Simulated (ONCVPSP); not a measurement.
# u(r) = r·R(r): atom against pseudo-atom (hydrogen)

Columns: radius, all-electron u(r) and pseudo u(r) of the 1s shell (level -12.68 eV) of hydrogen in the configuration 1s0.5; PBE, scalar-relativistic, ONCV scheme, ONCVPSP 4.0.1.

```json
{"r (bohr)": "0.045", "all-electron": "0.0928", "pseudo": "0.0771"}
{"r (bohr)": "0.090", "all-electron": "0.1773", "pseudo": "0.1532"}
{"r (bohr)": "0.135", "all-electron": "0.2539", "pseudo": "0.2274"}
{"r (bohr)": "0.180", "all-electron": "0.3231", "pseudo": "0.2985"}
{"r (bohr)": "0.225", "all-electron": "0.3854", "pseudo": "0.3652"}
{"r (bohr)": "0.270", "all-electron": "0.4413", "pseudo": "0.4267"}
{"r (bohr)": "0.315", "all-electron": "0.4912", "pseudo": "0.4825"}
{"r (bohr)": "0.360", "all-electron": "0.5356", "pseudo": "0.5325"}
{"r (bohr)": "0.405", "all-electron": "0.5747", "pseudo": "0.5769"}
{"r (bohr)": "0.450", "all-electron": "0.6091", "pseudo": "0.6156"}
{"r (bohr)": "0.495", "all-electron": "0.6389", "pseudo": "0.6486"}
{"r (bohr)": "0.540", "all-electron": "0.6647", "pseudo": "0.6757"}
{"r (bohr)": "0.585", "all-electron": "0.6867", "pseudo": "0.6971"}
{"r (bohr)": "0.630", "all-electron": "0.7051", "pseudo": "0.7135"}
{"r (bohr)": "0.675", "all-electron": "0.7203", "pseudo": "0.7260"}
{"r (bohr)": "0.720", "all-electron": "0.7326", "pseudo": "0.7356"}
{"r (bohr)": "0.765", "all-electron": "0.7421", "pseudo": "0.7433"}
{"r (bohr)": "0.810", "all-electron": "0.7491", "pseudo": "0.7494"}
{"r (bohr)": "0.855", "all-electron": "0.7539", "pseudo": "0.7539"}
{"r (bohr)": "0.900", "all-electron": "0.7565", "pseudo": "0.7565"}
{"r (bohr)": "0.945", "all-electron": "0.7572", "pseudo": "0.7572"}
{"r (bohr)": "0.990", "all-electron": "0.7562", "pseudo": "0.7562"}
{"r (bohr)": "1.035", "all-electron": "0.7536", "pseudo": "0.7536"}
{"r (bohr)": "1.080", "all-electron": "0.7496", "pseudo": "0.7496"}
{"r (bohr)": "1.125", "all-electron": "0.7443", "pseudo": "0.7443"}
{"r (bohr)": "1.170", "all-electron": "0.7379", "pseudo": "0.7379"}
```

Question: How many radial nodes do the two functions have?

Answer: The all-electron 1s function has n − l − 1 = 0; the pseudo-wave has 0.

Question: At about which radius was the pseudo-wave matched?

Answer: 0.90 bohr. The columns agree to 0.0005 from 0.81 bohr on; several derivatives are matched, so the curves merge somewhat inside the radius.

Question: Is the pseudo-wave norm-conserving?

Answer: Yes: the ONCV scheme keeps the norm inside the radius equal to the all-electron one, which fixes the energy derivative of the logarithmic derivative at the level.
